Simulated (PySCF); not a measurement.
**Excitation energy of Tm⁺ by level of theory**

Tm⁺ [Xe] 4f13 6s1 (3F) → Tm⁺ [Xe] 4f12 5d1 6s1 (high-spin determinant), as a difference of total energies. All numbers are calculated (PySCF 2.14, scalar relativity by spin-free X2C-1e, in cc-pVDZ-X2C). Correlated levels: valence: [Kr] 4d10 frozen; valence and next inner shell: [Ar] 3d10 frozen. The calculations carry no spin-orbit coupling.

```json
{"method": "UHF", "excitation energy (eV)": "-0.783"}
{"method": "LDA", "excitation energy (eV)": "3.617"}
{"method": "PBE", "excitation energy (eV)": "3.149"}
{"method": "PBE0", "excitation energy (eV)": "2.266"}
{"method": "r2SCAN", "excitation energy (eV)": "2.122"}
{"method": "MP2 (valence)", "excitation energy (eV)": "3.499"}
{"method": "SCS-MP2 (valence)", "excitation energy (eV)": "3.000"}
{"method": "MP2 (valence and next inner shell)", "excitation energy (eV)": "3.875"}
{"method": "SCS-MP2 (valence and next inner shell)", "excitation energy (eV)": "3.259"}
```

Task: How much does correlation contribute at MP2 (valence and next inner shell)?

Result: 3.875 − (-0.783) = 4.658 eV, measured against UHF.

A first-order spin-orbit estimate (lowest level to lowest level, LS coupling) adds -0.238 eV.

The determinant of the upper state mixes LS terms, which raises its energy above the lowest term, most at the Hartree-Fock and MP2 levels.
